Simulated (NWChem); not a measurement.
System: 1,1,1,2-tetrafluoroethane (C$_{2}$H$_{2}$F$_{4}$); SMILES FCC(F)(F)F

The following NWChem deck was run.

```
start job
memory heap 200 mb stack 900 mb global 1100 mb
geometry units angstroms noautoz
  F     -0.134736     1.947831     0.003527
  C      0.745033     0.914670    -0.006873
  C     -0.003389    -0.400832    -0.000222
  F     -0.763570    -0.527201     1.084078
  F     -0.787502    -0.524483    -1.067649
  F      0.878974    -1.403581    -0.011289
  H      1.389642     0.951562     0.885827
  H      1.370733     0.953372    -0.912859
end
basis spherical
  F library 6-311++g**
  C library 6-311++g**
  H library 6-311++g**
end
dft
  xc hfexch
  iterations 150
  mulliken
end
task dft energy
```

All runs use the structure optimised with PBE0/def2-SVP.

Problem. Give the results of this calculation. (Hartree-Fock/6-311++G** (spherical d).) Quantities: basis functions; energy (Ha); highest occupied level (eV); orbital gap (eV); dipole (D).

Solution. The number of basis functions comes out as 146. The energy (Ha) is -474.80, the highest occupied level (eV) comes out as -15.26 and the orbital gap (eV) comes out as 16.33. The dipole (D) is 2.41.
